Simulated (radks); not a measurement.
Results of a calculation; reference values are marked as such.
Q: Species: the erbium ion Er2+. Configuration: [Xe] 4f12. Level of theory: Dirac Kohn-Sham, LDA (Slater exchange, Perdew-Wang correlation), spin-unpolarised, spherical densities, finite nucleus; open shells fill j = l - 1/2 first; Fermi nuclear charge, rms radius 5.2516 fm (a radial shooting solver on a logarithmic mesh with Libxc functionals). Some entries of the table are withheld. Estimate them.

orbital  occ.  eigenvalue (hartree)  r(max) (bohr)  <r^2> (bohr^2)
1s1/2       2                   (1)        0.01287       0.0005688
2s1/2       2             -353.7823        0.07347        0.008787
2p1/2       2             -337.1683        0.05513        0.006334
2p3/2       4             -303.5130        0.06136        0.007552
3s1/2       2             -79.64855         0.2076         0.05806
3p1/2       2                   (2)         0.1951         0.05369
3p3/2       4                   (3)         0.2081         0.06055
3d3/2       4             -52.68029         0.1641         0.04767
3d5/2       6             -51.13441         0.1678         0.04957
4s1/2       2                   (4)         0.4744          0.2922
4p1/2       2                   (5)         0.4764          0.3050
4p3/2       4                   (6)         0.5044          0.3434
4d3/2       4              -6.75787         0.5069          0.3881
4d5/2       6              -6.46779         0.5159          0.4033
5s1/2       2              -2.44192          1.113             (7)
5p1/2       2              -1.64935          1.215           2.268
5p3/2       4              -1.44896          1.304           2.632
4f5/2       6              -0.67187         0.5060          0.8921
4f7/2       6              -0.63189         0.5115          0.9419
6s1/2       0              -0.54679          2.921           11.92
5d3/2       0              -0.50993          1.866           6.634
5d5/2       0              -0.49650          1.916           6.951

A: 
(1) 1s1/2 eigenvalue (hartree): -2104.149
(2) 3p1/2 eigenvalue (hartree): -72.32966
(3) 3p3/2 eigenvalue (hartree): -65.26363
(4) 4s1/2 eigenvalue (hartree): -16.10877
(5) 4p1/2 eigenvalue (hartree): -13.18313
(6) 4p3/2 eigenvalue (hartree): -11.58633
(7) 5s1/2 <r^2> (bohr^2): 1.769
